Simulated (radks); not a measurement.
Spherical jellium clusters: N electrons in a uniform positive sphere of charge N and radius rs N^(1/3), rs = 2.05 bohr. Method: non-relativistic Kohn-Sham, PBEsol, spin-polarised, spherical densities; computed with a radial shooting solver with Libxc functionals. Levels are named by radial order and angular momentum (1s, 1p, 1d, 2s, ...), and open shells are averaged over m.

N = 8, configuration 1s2 1p6. This is the lowest configuration that the search found. Occupied and some empty levels:

level  occupation  eigenvalue (eV)  <r> (bohr)
1s              2          -9.5194       2.825
1p              6          -5.1601       3.752
2s              0          -1.2560       6.161
1d              0         -0.94073       5.273

Energy (eV): total -3.86021, kinetic 39.508, external -474.25, Hartree 222.76, exchange-correlation -46.742, background 254.86.
